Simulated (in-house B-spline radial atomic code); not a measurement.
A calculation on the gallium ion Ga⁺ (an excited or competing configuration): its settings, and results tabulated from the run. Computed with a B-spline radial code for spherical atoms: Dirac-Hartree-Fock, average of the jj configuration, Fermi nucleus of rms radius 3.9973 fm.

In the input, a minus or plus after the letter marks the j = l - 1/2 or j = l + 1/2 subshell.

Command:
```bash
python run_scf.py task.json out
```
Settings (nuclear radius in fm, mass in u):
```
Z                31
configuration    1s2 2s2 2p6 3s2 3p6 3d10 4s1 5f-1
hamiltonian      dirac
method           hf
spin_polarised   False
nucleus          fermi
rms_radius       3.9973
atomic_mass      68.92557
speed_of_light   137.035999084
```

Output (hartree, bohr):
```
 radial grid: 91 intervals, B-splines of order 8, outer radius 102 bohr

 iter        energy (Eh)    residual
    1      -1941.1464583    4.39e-01
    2      -1941.5280117    9.50e-02
    3      -1941.7530897    1.41e-02
    4      -1941.7542415    6.07e-03
    5      -1941.7543525    5.93e-04
    6      -1941.7543542    1.53e-04
    7      -1941.7543547    7.92e-05
    8      -1941.7543548    2.89e-06
    9      -1941.7543548    4.40e-07
   10      -1941.7543548    4.13e-08

 total energy                    -1941.754355
 kinetic                           1981.31906
 electron-nucleus                 -4670.39629
 electron-electron                  747.32288

 first-order corrections (not in the total)
   Gaunt                            0.93850
   retardation                     -0.08666
   frequency dependence            -0.00321
   self-energy                      0.62794
   Uehling                         -0.05888
   Wichmann-Kroll                   0.00050
   recoil                           0.01149

 orbital      occ     eigenvalue          <r>       <r^2>       <1/r>     <1/r^3>       r_max    small
 1s1/2      2.000     -384.57971    0.0485758  0.00317543      31.307           -     0.03179  1.26e-02
 2s1/2      2.000      -49.95832      0.21671   0.0554647     6.91505           -       0.182  2.43e-03
 2p1/2      2.000      -44.09751     0.188218     0.04351     6.84118           -      0.1446  2.40e-03
 2p3/2      4.000      -43.06877      0.19166    0.044988     6.66927     858.323      0.1475  2.36e-03
 3s1/2      2.000       -7.23555     0.650826    0.488438     2.18388           -      0.5646  5.38e-04
 3p1/2      2.000       -5.27721     0.672664    0.532533     2.04935           -      0.5638  4.87e-04
 3p3/2      4.000       -5.13512     0.682592     0.54825     2.01023     111.045      0.5718  4.76e-04
 3d3/2      4.000       -1.83450     0.780834    0.776628     1.67418     11.9113      0.5383  3.51e-04
 3d5/2      6.000       -1.81485     0.786445     0.78801     1.66232     11.5868      0.5414  3.47e-04
 4s1/2      1.000       -1.01192      2.14806     5.23489    0.595891           -       1.841  5.68e-05
 5f5/2      1.000       -0.08027      15.6611     278.458   0.0808186  0.00163018       16.33  2.17e-06
```

Cost of the run: 3.5 s on 1 thread of Arm Neoverse V1, with other jobs on the host.

For the Dirac Hamiltonian the kinetic term is c α·p + (β - 1)c².
